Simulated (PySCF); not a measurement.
Vertical excitations of a molecule C2H5FN2Si from TDDFT-PBE/def2-SVPD (PySCF), as energy in eV (oscillator strength): 3.67 (0.001), 4.06 (0.000), 5.19 (0.003), 5.32 (0.006), 5.63 (0.001), 5.84 (0.016), 6.27 (0.013), 6.36 (0.009), 6.40 (0.032), 6.64 (0.022). Lowest triplet (TDA): 3.03 eV. Geometry optimised at PBE-D3(BJ)/def2-SVP. Other conformers were not sampled.

### Question
Which structure fits?
A) N#CC[Si@@H](N)F
B) N[Si@@H]1C=N[C@@H]1F
C) C#C[Si](N)(N)F
D) N#C[C@H](F)[SiH2]N

### Answer
B, N[Si@@H]1C=N[C@@H]1F
